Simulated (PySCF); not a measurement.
# Two-component Hartree-Fock for Os⁵¹⁺ (osmium, charge +51)

Start: [Ar] 3d7; 3d3/2 filled at m_j = -3/2, -1/2, +1/2, +3/2; 3d5/2 filled at m_j = +1/2, +3/2, +5/2. Calculated with PySCF 2.14 in an even-tempered Gaussian basis (15 s from 14 bohr⁻², ratio 2.8; 13 p from 18 bohr⁻², ratio 2.8; 8 d from 18 bohr⁻², ratio 2.8; 3 f from 62 bohr⁻², ratio 3): generalised Hartree-Fock with the X2C-1e Hamiltonian and a Gaussian nucleus; one run each with spin-orbit coupling (SO) switched off, then screened by Boettger's factors.

```
spinor shell  electrons  ε, spin-free (eV)  ε, screened SO (eV)  weight of nominal j (screened SO)  rms radius, screened SO (bohr)
       1s1/2          2           -77342.0             -77314.6                              1.000                          0.0200
       2s1/2          2           -16065.7             -16055.6                              1.000                          0.0806
       2p1/2          2           -14391.8             -15502.3                              1.000                          0.0684
       2p3/2          4           -14391.8             -13942.3                              1.000                          0.0759
       3s1/2          2            -5830.7              -5827.6                              1.000                           0.201
       3p1/2          2            -5323.9              -5598.7                              1.000                           0.192
       3p3/2          4            -5323.9              -5210.3                              1.000                           0.206
       3d3/2          4            -4821.8              -4865.4                              0.994                           0.178
       3d5/2          3            -4821.8              -4786.8                              0.995                           0.181
```

```csv
quantity,spin-free,screened SO
E (hartree),-15073.89687,-15099.06443
M_J,9/2,9/2
⟨J²⟩,24.750,24.750
⟨L²⟩,12.000,16.051
⟨S²⟩,3.750,2.534
```

Each row is a mean over spinors that exchange with the open shell spreads, by up to 42.965 eV (3p3/2).

Breit and QED terms are absent; they matter most for the inner s and p1/2 levels.

Densities and radii are taken from the X2C orbitals without a picture-change correction, which distorts them close to the nucleus.

Without spin-orbit coupling the j labels of p, d and f shells carry no meaning; the spin-free column gives the mean over the occupied spinors of each nl shell.
